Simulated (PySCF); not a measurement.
**Al (aluminium, neutral) across methods**

[Ne] 3s1 3p1 4s1, high-spin 4P determinant (an excited configuration). Computed with PySCF 2.14 in aug-cc-pwCVTZ (8s7p5d3f, 75 functions), with the non-relativistic Hamiltonian (point nucleus).

```csv
method,E (hartree),mean ε 3s α (eV),mean ε 3p α (eV),mean ε 4s α (eV),Σ⟨r²⟩ (bohr²),⟨S²⟩
PBE0,-241.9810,-13.213,-7.351,-2.093,71.10,3.750
wB97M-V,-242.0709,-15.332,-8.696,-2.881,69.30,3.750
PBEsol,-241.4737,-11.949,-6.301,-1.773,70.67,3.750
B97-3,-242.0584,-13.183,-7.294,-2.065,71.18,3.750
LDA,-241.0415,-12.041,-6.278,-1.805,69.59,3.750
UHF,-241.64364,-16.555,-9.970,-2.744,72.49,3.750
PBE,-241.9583,-11.953,-6.368,-1.785,70.57,3.750
TPSSh,-242.1027,-12.492,-6.827,-1.857,71.40,3.750
r2SCAN,-242.0674,-12.283,-6.617,-1.744,71.19,3.750
```

The outer electron is Rydberg-like, and this basis confines it to a smaller radius and binds it less than a complete one would.
